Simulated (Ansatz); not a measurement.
ClF₃HOTa, SMILES `[OH][Ta]([F])([F])([F])[Cl]`. Charge 0, multiplicity 1. Ta takes the def2 core potential.

Cartesian coordinates in Å:
```
O 0.040 -1.484 -0.189
Ta -0.037 0.371 0.000
F 0.952 0.597 -1.556
F -1.893 0.317 0.039
F -0.191 2.247 0.054
Cl 1.082 0.376 1.997
H 0.047 -2.425 -0.343
```

Question: List the harmonic frequencies (cm⁻¹, unscaled) at PBE0-D4/def2-TZVP in Ansatz. (An estimate is asked.)

Answer: Ansatz gave: 72, 92, 153, 187, 193, 275, 295, 354, 389, 423, 643, 688, 690, 767, 3993.

Question: Is this a minimum?

Answer: Yes, all 15 modes are real.

Question: Give the ideal-gas thermochemistry at 298.15 K and 1 bar (rigid rotor, harmonic oscillator; point group Cs, symmetry number 1).

Answer: Zero-point energy 55.1 kJ/mol; H(298) − E = 79.8 kJ/mol; entropy 391.2 J/(mol·K), of which translation 179.6, rotation 119.2, vibration 92.4; G(298) − E = -36.8 kJ/mol. Modes under 100 cm⁻¹ are hindered rotations or soft bends, so the harmonic entropy is rough.

Question: And at 400, 500, 600, 800 and 1000 K?

Answer: 
```json
{"T (K)": "400", "H − E (kJ/mol)": "92.6", "S (J/mol/K)": "428.1", "G − E (kJ/mol)": "-78.6"}
{"T (K)": "500", "H − E (kJ/mol)": "106.0", "S (J/mol/K)": "458.0", "G − E (kJ/mol)": "-123.0"}
{"T (K)": "600", "H − E (kJ/mol)": "119.9", "S (J/mol/K)": "483.2", "G − E (kJ/mol)": "-170.1"}
{"T (K)": "800", "H − E (kJ/mol)": "148.4", "S (J/mol/K)": "524.1", "G − E (kJ/mol)": "-271.0"}
{"T (K)": "1000", "H − E (kJ/mol)": "177.5", "S (J/mol/K)": "556.6", "G − E (kJ/mol)": "-379.2"}
```

Question: Rotational constants (cm⁻¹)?

Answer: 0.07244, 0.05439, 0.04972.
